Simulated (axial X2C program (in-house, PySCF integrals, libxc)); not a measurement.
Density and ELF of NaSe⁻

Calculated with an in-house all-electron X2C program for linear molecules (integrals from PySCF). Two-component (2c) means X2C with spin–orbit coupling and atomic mean-field two-electron Coulomb and Gaunt terms. Basis: Se dyall-acv3z [9s10p7d5f1g], Na dyall-av3z [10s9p5d2f] (cores contracted in-house); Gaussian nuclei, density fitting, unrestricted open shells. Masses: Se 79.917 u, Na 22.990 u.

PBE0, two-component, state Ω = 0 (closed shell); Se at z = 0, Na at z = 2.528 Å.

The maps cover the half plane through the axis: z from -2.4 to 4.8 Å along the bond, ρ from 0.15 to 2.25 Å away from it (steps of 0.3 Å, the bottom row nearest the axis).

log10 of the density in e/bohr³:

digits 0 to 9 span -3.85 to 1.42 evenly
```
0001112222222111111100000
0011222222222221111110000
0112233333333222211111100
0122334444433322222111100
1123344555443333333221110
1223445555544334554321111
1223455676554445665432111
1233456898654457886432111
```

Electron localisation function (collinear form, no current term, damped to 0 at low density):

digits 0 to 9 span 0.00 to 1.00 evenly
```
0001123344433333322110000
0012345555554444322221100
0013456676665542100122210
0124567777776520000001321
0135678877776400000000232
0235777434676201442000132
1246773242266106887200033
1246761727156028468400033
```

Occupations by symmetry block were frozen at the best pattern of an incomplete PBE0 search. Other states lie close and PBE0, whose exact exchange favours high spin, may order them wrongly; the determinant shown need not be the ground state. The nearest other 2c determinant of the search, Ω = 2, lies 0.35 eV up at the distance of the search. The highest occupied level of some functionals is positive through self-interaction error; at Hartree–Fock it is bound.
